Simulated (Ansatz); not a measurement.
Gas-phase electronic energies from Ansatz, PBE0-D4/def2-TZVP geometries. CBS: MP2 limit from def2 TZ/QZ plus the TZ coupled-cluster correction, frozen cores. This one scheme is used for every species. Functionals use def2-TZVPP. For Ge outer-core shells are correlated without core-valence functions, which leaves a few kJ/mol of doubt a bond. Scalar relativity is left out up to krypton. Each species was taken in one conformer, which may not be the lowest.

`[OH][Ge]([OH])([OH])[Cl]` + HCl → `[OH][Ge]([OH])([Cl])[Cl]` + H₂O  (ligand exchange at a Ge–O bond)

| level | ΔE (kJ/mol) |
| --- | --- |
| ωB97X-V | -27.1 |
| B2PLYP | -26.1 |
| CCSD/def2-TZVPP | -23.0 |
| CCSD(T)/def2-TZVPP | -23.7 |

(1) What does CCSD(T)/CBS give? (An estimate is asked.)

Largest T1 diagnostic among the species: 0.011.

## Answers

(1) The calculation gave: -29.3 kJ/mol. The listed levels differ from it by 2.2, 3.2, 6.3, 5.6 kJ/mol.

The D4 term adds −3.2 kJ/mol with B3LYP and −1.7 kJ/mol with PBE0; it sums over pairs of atoms, weighted by their polarisabilities, and B3LYP, whose exchange is more repulsive, gets the larger term.

B3LYP here is the variant with VWN-RPA as its local correlation; programs differ in this.
